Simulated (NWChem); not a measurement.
# Atomisation of diselenium (Se2)

```
Se
Se 1 2.1923
```
Charge 0, spin multiplicity 3.

Program: NWChem. The geometry was optimised at UB3LYP/def2-SVP, a minimum by its harmonic frequencies.

Basis set: def2-TZVP. The atomisation energy is electronic alone: no zero-point, thermal, spin-orbit or counterpoise terms. No value is extrapolated to the basis-set limit. Free atoms are single determinants with multiplicities Se 3.

The Hamiltonian is non-relativistic. B3LYP has NWChem's definition, with VWN1-RPA local correlation. The unpaired electrons of the parent sit in orbitals of symmetry b2g and b3g (D2h labels of the run); other states weren't searched. The stability of the SCF solutions was not checked. Open-shell Hartree-Fock references start from PBE0 orbitals.

**Question.** One of these methods gave an atomisation energy of 89.3 kcal/mol. Which?
A. HF
B. PBE0
C. BLYP
D. B3LYP

**Answer.** C, BLYP. The others give 31.7 (HF), 84.1 (B3LYP), 85.6 (PBE0).
